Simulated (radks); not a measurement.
Mn VII, configuration [Ar] 4s1 (not the ground configuration).

Calculated with a radial shooting solver on a logarithmic mesh with Libxc functionals: Dirac Kohn-Sham, LDA (Slater exchange, Perdew-Wang correlation), spin-unpolarised, spherical densities, finite nucleus; Fermi nuclear charge, rms radius 3.7057 fm.

Energy parts (eV):
| part | energy |
|---|---|
| total | -31146.435 |
| kinetic | 31543.687 |
| electron-nucleus | -72137.116 |
| Hartree | 10693.931 |
| exchange-correlation | -1246.936 |

Orbitals (lengths in bohr, moments of r in powers of bohr; <r^-3> diverges for s and p1/2; r(90%) holds 90 % of the orbital's charge):
orbital,occ.,eigenvalue (eV),<r^-3>,r(90%)
1s1/2,2,-6538.902,-,0.109
2s1/2,2,-872.4279,-,0.434
2p1/2,2,-766.6516,-,0.403
2p3/2,4,-756.2661,407.9,0.407
3s1/2,2,-199.4760,-,1.18
3p1/2,2,-168.1951,-,1.23
3p3/2,4,-166.6103,62.59,1.23
3d3/2,0,-116.9052,7.198,1.31
3d5/2,0,-116.6853,7.103,1.31
4s1/2,1,-74.2229,-,2.60
4p1/2,0,-64.6301,-,2.79
4p3/2,0,-64.2719,14.18,2.80

The highest occupied level is 4s1/2 at -74.223 eV. The configuration is held as typed, so some empty levels lie below it. The density falls to 0.001 e/bohr^3 at r = 2.96 bohr.
